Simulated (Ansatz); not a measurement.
`[GeH3][CH2]Br`, relaxed with RKS PBE0-D4/def2-TZVP in Ansatz from a PBE-D4/def2-SVP geometry. The force threshold is 0.005 eV/Å; the program also tests the step.

The species carries charge 0 and has multiplicity 1.

Start:

```xyz
8

Ge    0.047    0.699   -0.707
C    -0.250   -0.670    0.692
Br    1.452   -1.421    1.307
H     0.787    0.043   -1.897
H     0.902    1.842   -0.110
H    -1.328    1.254   -1.175
H    -0.752   -0.236    1.577
H    -0.859   -1.512    0.313
```

```csv
step,energy (eV),largest force (eV/Å),largest move (Å)
1,-127666.7819,0.396,0.000
2,-127666.8020,0.139,0.032
3,-127666.8039,0.020,0.013
4,-127666.8040,0.008,0.003
5,-127666.8040,0.001,0.005
```

End:

```xyz
8

Ge    0.050    0.693   -0.700
C    -0.254   -0.663    0.686
Br    1.433   -1.403    1.300
H     0.775    0.042   -1.885
H     0.899    1.827   -0.112
H    -1.314    1.243   -1.158
H    -0.747   -0.242    1.559
H    -0.842   -1.497    0.310
```

It took 12 s on 4 threads of an Arm Neoverse V2 on a shared host, with 0.43 GiB of host memory at the peak.
